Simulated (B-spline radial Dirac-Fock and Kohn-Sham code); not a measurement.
# Auger parameter of erbium: the K level and its strongest K-LL line

Level of theory: Dirac-Fock ΔSCF + Breit + QED; a radial finite-basis atomic code. The modified Auger parameter α′ is the binding energy plus the kinetic energy of the Auger electron; it does not depend on the energy zero. For free ions it tends to fall with charge, since less charge screens the final holes.

| species | configuration | binding 1s (eV) | Auger line | kinetic (eV) | α′ (eV) |
| --- | --- | --- | --- | --- | --- |
| Er | [Xe] 4f12 6s2 | 57482.3 | L2L3 J=2 | 39641.8 | 97124.2 |
| Er | [Xe] 4f11 6s2 6p1 | 57494.2 | L2L3 J=2 | 39626.5 | 97120.7 |
| Er | [Xe] 4f12 6s1 6p1 | 57483.7 | L2L3 J=2 | 39640.5 | 97124.2 |
| Er⁺ | [Xe] 4f12 6s1 | 57489.6 | L2L3 J=2 | 39633.2 | 97122.8 |
| Er⁺ | [Xe] 4f11 6s2 | 57500.5 | L2L3 J=2 | 39618.8 | 97119.3 |
| Er⁺ (Watson 1.6 Å) | [Xe] 4f12 6s1 | 57481.6 | L2L3 J=2 | 39641.7 | 97123.3 |
| Er⁺ (Watson 2.4 Å) | [Xe] 4f12 6s1 | 57483.8 | L2L3 J=2 | 39639.1 | 97122.9 |
| Er²⁺ | [Xe] 4f12 | 57498.0 | L2L3 J=2 | 39623.7 | 97121.6 |
| Er²⁺ (Watson 2.2 Å) | [Xe] 4f12 | 57484.9 | L2L3 J=2 | 39636.8 | 97121.6 |
| Er³⁺ | [Xe] 4f11 | 57518.8 | L2L3 J=2 | 39598.5 | 97117.2 |
| Er³⁺ (Watson 2.7 Å) | [Xe] 4f11 | 57502.8 | L2L3 J=2 | 39614.5 | 97117.2 |
| Er⁴⁺ | [Xe] 4f10 | 57542.1 | L2L3 J=2 | 39570.8 | 97112.9 |
| Er⁵⁺ | [Kr] 4d10 4f10 5s2 5p5 | 57561.2 | L2L3 J=2 | 39551.3 | 97112.5 |
| Er⁶⁺ | [Kr] 4d10 4f10 5s2 5p4 | 57581.3 | L2L3 J=2 | 39530.9 | 97112.2 |
| Er⁷⁺ | [Kr] 4d10 4f10 5s2 5p3 | 57602.2 | L2L3 J=2 | 39510.0 | 97112.3 |

Values without a named source are computed, but for edge energies of neutral atoms, which are taken from tables.
